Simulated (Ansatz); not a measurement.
The same ligand exchange along the group Al, Ga, In.

Computed with Ansatz on PBE0-D4/def2-TZVP structures; ΔE is electronic, products minus reactants. CBS: MP2 limit from def2 TZ/QZ plus the TZ coupled-cluster correction, frozen cores. This one scheme is used for every species. DFT in def2-TZVPP. Elements past krypton have def2 core potentials. For Ga, In outer-core shells are correlated without core-valence functions, which leaves a few kJ/mol of doubt a bond. Scalar relativity is left out up to krypton. One conformer a species, not always the lowest.

```csv
reaction,PBE-D4 (kcal/mol),ωB97X-V (kcal/mol),MP2/CBS(def2) (kcal/mol),PBE0-D4 (kcal/mol),CCSD(T)/CBS(def2) (kcal/mol)
`[OH][Al]([SH])[Cl]` + H–F → `[OH][Al]([F])[SH]` + HCl,-3.5,-4.5,-3.0,-2.7,-3.9
`[OH][Ga]([SH])[Cl]` + H–F → `[OH][Ga]([F])[SH]` + HCl,8.0,6.9,9.9,9.3,8.9
`[OH][In]([SH])[Cl]` + H–F → `[OH][In]([F])[SH]` + HCl,12.8,12.7,15.8,15.0,14.6
```

Largest T1 diagnostic: 0.016, for `[OH][In]([F])[SH]`.
